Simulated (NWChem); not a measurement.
System meant: SnNH$_{5}$O; SMILES [NH2][SnH2][OH]

Input file for NWChem:

```
start job
memory heap 200 mb stack 900 mb global 1100 mb
geometry units angstroms noautoz
  Sn    -0.275726     0.029714     0.001499
  N      0.862748    -1.645932    -0.030831
  O      0.970815     1.588305    -0.082475
  H     -1.130008     0.072571     1.486878
  H     -1.270171     0.025662    -1.393954
  H      1.407089    -1.742128    -0.886013
  H      1.511417    -1.703060     0.752052
  H      0.520398     2.436290    -0.000175
end
basis spherical
  * library def2-svp
end
ecp
  Sn library def2-ecp
end
dft
  xc b3lyp
  iterations 4
  mulliken
end
task dft energy
```

End of the output:

```
    Atom       Charge   Shell Charges
 -----------   ------   -------------------------------------------------------
    1 Sn  22    21.40   1.17  0.76  0.70  0.38  3.01  2.85  1.33  0.76  9.46  0.96
    2 N    7     7.26   1.97  0.74  0.48  2.20  1.85  0.03
    3 O    8     8.32   1.97  0.91  0.64  2.68  2.10  0.01
    4 H    1     1.10   0.61  0.47  0.03
    5 H    1     1.10   0.61  0.47  0.03
    6 H    1     0.94   0.60  0.21  0.13
    7 H    1     0.94   0.60  0.21  0.13
    8 H    1     0.93   0.56  0.18  0.19

 center of mass
 --------------
 x =  -0.07623634 y =   0.01343424 z =  -0.00077536

 moments of inertia (a.u.)
 ------------------
         341.992861063121          -0.000000000000           0.000000000000
          -0.000000000000         169.586203787206           0.000000000000
           0.000000000000           0.000000000000         471.899126390439

     Multipole analysis of the density
     ---------------------------------

     L   x y z        total         alpha         beta         nuclear
     -   - - -        -----         -----         ----         -------
     0   0 0 0     -0.000000    -21.000000    -21.000000     42.000000

     1   1 0 0     -0.267473     -7.836820     -7.836820     15.406166
     1   0 1 0      0.173793      0.194823      0.194823     -0.215853
     1   0 0 1      0.034318      0.002837      0.002837      0.028645

     2   2 0 0    -28.515998    -52.884607    -52.884607     77.253215
     2   1 1 0     -3.680462      1.566303      1.566303     -6.813069
     2   1 0 1      0.049437     -0.001041     -0.001041      0.051519
     2   0 2 0    -28.165247   -105.178398   -105.178398    182.191548
     2   0 1 1      0.290278     -0.039923     -0.039923      0.370125
     2   0 0 2    -27.948717    -23.816749    -23.816749     19.684780

 ------------------------------------------------------------------------
 dft energy failed                                                                                  0
 ------------------------------------------------------------------------
 ------------------------------------------------------------------------
  current input line :
    24: task dft energy
 ------------------------------------------------------------------------
 ------------------------------------------------------------------------
 This type of error is most commonly associated with calculations not reaching convergence criteria
 ------------------------------------------------------------------------
 For more information see the NWChem manual at https://nwchemgit.github.io

0:dft energy failed:Received an Error in Communication
```

Q: Can this run be used? If not, why, and what is the fix?

A: The run did not converge; its last values are not results. Cause: the SCF was allowed too few iterations. This input runs:
```
start job
memory heap 200 mb stack 900 mb global 1100 mb
geometry units angstroms noautoz
  Sn    -0.275726     0.029714     0.001499
  N      0.862748    -1.645932    -0.030831
  O      0.970815     1.588305    -0.082475
  H     -1.130008     0.072571     1.486878
  H     -1.270171     0.025662    -1.393954
  H      1.407089    -1.742128    -0.886013
  H      1.511417    -1.703060     0.752052
  H      0.520398     2.436290    -0.000175
end
basis spherical
  * library def2-svp
end
ecp
  Sn library def2-ecp
end
dft
  xc b3lyp
  iterations 150
  mulliken
end
task dft energy
```
It converges to -347.23887 Ha (B3LYP/def2-SVP with def2 effective core potentials on Sn).
